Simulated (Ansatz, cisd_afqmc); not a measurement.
System: PbI, charge 1, singlet. PbI+ (SMILES [I][Pb+]).
B3LYP-D3(BJ)/def2-TZVP minimum from Ansatz (an electronic-structure program):
```
Pb
I 1 2.6982
```
Charge +1, spin multiplicity 1.

Total energies in def2-SVP, 10 correlated electrons, 18 frozen orbitals. Open shells are spin-unrestricted; no spin-orbit coupling. Correlated methods leave the cores frozen (noble-gas shells, and filled d and f shells in the p block). Past Kr the def2 sets carry scalar-relativistic core potentials. The Monte Carlo rows (phaseless AFQMC, CISD trial, step 0.005/hartree) carry one-sigma bars that omit the constraint's bias. Outlying blocks are dropped, and bars are widened where a walk drifts. Over all cases where full CI ran beside it in this data, AFQMC minus full CI had a median of +0.1 mEh and passed +0.4 mEh in a tenth of the cases. Spin-orbit terms, left out, reach several kcal/mol for Br and I, and more for heavier atoms. The T1 diagnostic of IPb+ ([I][Pb+], singlet) reaches 0.029 in the sets run. The spin of IPb+ ([I][Pb+], singlet) was assumed, and the state is the lowest solution found for it.

```
method         program         energy (Eh)  minus CCSDTQ (mEh)
----------  ----------  ------------------  ------------------
HF              Ansatz          -488.30648              161.80
MP2             Ansatz          -488.44436               23.91
CCSD            Ansatz          -488.46088                7.40
CCSD(T)         Ansatz          -488.46693                1.34
CCSDT(Q)        Ansatz          -488.46844               -0.17
CCSDTQ          Ansatz          -488.46828                0.00
AFQMC/CISD  cisd_afqmc  -488.4684 ± 0.0003          -0.1 ± 0.3
```

Rough core times of Ansatz's runs on a shared machine: CCSD(T) under 20 s, CCSDT(Q) under 20 s, CCSDTQ 4 min.
